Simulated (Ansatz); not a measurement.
`[F][Ge]([F])([F])[Cl]` + H₂S → `[F][Ge]([F])([SH])[Cl]` + H–F at 298.15 K and 1 bar (ligand exchange at a Ge–F bond).

Computed with Ansatz on PBE0-D4/def2-TZVP structures; ΔE is electronic, products minus reactants. CCSD(T)/CBS adds triple-zeta CCSD(T) − MP2 to the extrapolated MP2 energy (def2 sets, frozen cores). This one scheme is used for every species. For Ge outer-core shells are correlated without core-valence functions, which leaves a few kJ/mol of doubt a bond. Scalar relativity is left out up to krypton. One conformer a species, not always the lowest.

```
                 species  CCSD(T)/CBS energy (Eh)  H − E (kJ/mol)  S (J/(mol·K))
 `[F][Ge]([F])([F])[Cl]`              -2835.42086            41.4          326.2
                     H₂S               -398.97279            49.9          205.7
`[F][Ge]([F])([SH])[Cl]`              -3133.99738            62.9          364.8
                     H–F               -100.39570            33.5          173.6
```

H − E and S are ideal-gas, rigid-rotor, harmonic terms from PBE0-D4/def2-TZVP, for one conformer and one mirror image of each species. 1 Eh = 2625.50 kJ/mol, R = 8.31446 J/(mol·K).

Question: By hand: ΔE, ΔH, ΔS and ΔG.

Answer: ΔE = (-3133.99738) + (-100.39570) − (-2835.42086) − (-398.97279) = 0.00057 Eh = 1.5 kJ/mol. Δ(H − E) = 62.9 + 33.5 − 41.4 − 49.9 = 5.1, so ΔH = 6.6 kJ/mol. ΔS = 364.8 + 173.6 − 326.2 − 205.7 = 6.5 J/(mol·K). ΔG = 6.6 − 298.15 × (6.5)/1000 = 4.7 kJ/mol.

Question: By hand: the equilibrium constant, and the temperature at which ΔG would vanish if ΔH and ΔS stayed fixed.

Answer: log₁₀ K = −ΔG/(RT ln 10) = -0.8. ΔG = 0 at ΔH/ΔS = 1015 K, though so small a ΔH makes that figure unsure.

The number of gas molecules stays the same, so ΔS is small and ΔH decides. The sign of ΔG lies within the doubt. A doubt of 5 kJ/mol in ΔE shifts log₁₀ K by 0.9 here. Other conformers and mirror images would add mixing entropy, several J/(mol·K) or more a flexible species. These are equilibria of isolated gas molecules and say nothing of rates. Largest T1 diagnostic: 0.012 (customary marks: 0.02 for closed shells, 0.045 for open ones).
